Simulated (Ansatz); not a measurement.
Au20⁻ (started as a model of: Au20 tetrahedron). The state is a doublet with charge -1. Geometry PBE-D4/def2-SVP.

```xyz
20

Au    1.288   -4.513    1.815
Au   -0.714   -2.681    1.879
Au   -2.647   -0.807    1.889
Au   -4.544    1.135    1.849
Au    0.952   -3.150   -0.598
Au   -1.262   -1.299   -0.530
Au   -3.182    0.855   -0.574
Au    0.296   -1.752   -2.833
Au   -1.777    0.256   -2.821
Au   -0.114   -0.090   -5.039
Au    2.194   -1.883    1.682
Au    0.053    0.043    1.896
Au   -1.941    2.123    1.706
Au    1.709   -0.437   -0.686
Au   -0.495    1.697   -0.673
Au    1.097    1.150   -2.948
Au    2.768    0.769    1.713
Au    0.692    2.781    1.725
Au    2.258    2.335   -0.827
Au    3.369    3.467    1.375
```

In the def2 sets Au takes a core potential; there is no spin–orbit coupling. Single mean-field runs in def2-SVP, def2-TZVP are fitted with def2-universal-jkfit.

Problem. Estimate the α-spin orbital energies around the gap (eV) in Ansatz with LDA (SPW92)/def2-TZVP, PBE-D4/def2-TZVP, r2SCAN-D4/def2-TZVP, PBE0-D4/def2-SVP, PBE0-D4/def2-TZVP.

Solution. 
| orbital | LDA (SPW92)/def2-TZVP | PBE-D4/def2-TZVP | r2SCAN-D4/def2-TZVP | PBE0-D4/def2-SVP | PBE0-D4/def2-TZVP |
| --- | --- | --- | --- | --- | --- |
| HOMO−9 | -3.96 | -3.69 | -3.86 | -4.77 | -4.71 |
| HOMO−8 | -3.82 | -3.56 | -3.74 | -4.75 | -4.69 |
| HOMO−7 | -3.82 | -3.55 | -3.74 | -4.75 | -4.69 |
| HOMO−6 | -3.82 | -3.55 | -3.74 | -4.29 | -4.32 |
| HOMO−5 | -3.46 | -3.13 | -3.25 | -3.78 | -3.76 |
| HOMO−4 | -3.46 | -3.13 | -3.24 | -3.75 | -3.74 |
| HOMO−3 | -3.41 | -3.09 | -3.20 | -3.75 | -3.74 |
| HOMO−2 | -3.41 | -3.09 | -3.20 | -3.74 | -3.73 |
| HOMO−1 | -3.34 | -3.00 | -3.09 | -3.54 | -3.53 |
| HOMO | -1.84 | -1.49 | -1.48 | -1.54 | -1.61 |
| LUMO | -1.58 | -1.22 | -1.14 | -0.55 | -0.61 |
| LUMO+1 | -1.58 | -1.22 | -1.14 | -0.54 | -0.61 |
| LUMO+2 | -1.30 | -0.95 | -0.86 | -0.23 | -0.27 |
| LUMO+3 | -1.26 | -0.89 | -0.81 | -0.16 | -0.21 |
| LUMO+4 | -1.26 | -0.89 | -0.81 | -0.16 | -0.21 |
| LUMO+5 | -1.13 | -0.76 | -0.67 | 0.04 | -0.01 |
| β HOMO | -3.33 | -3.00 | -3.09 | -3.55 | -3.54 |
| β LUMO | -1.74 | -1.35 | -1.21 | -0.62 | -0.67 |
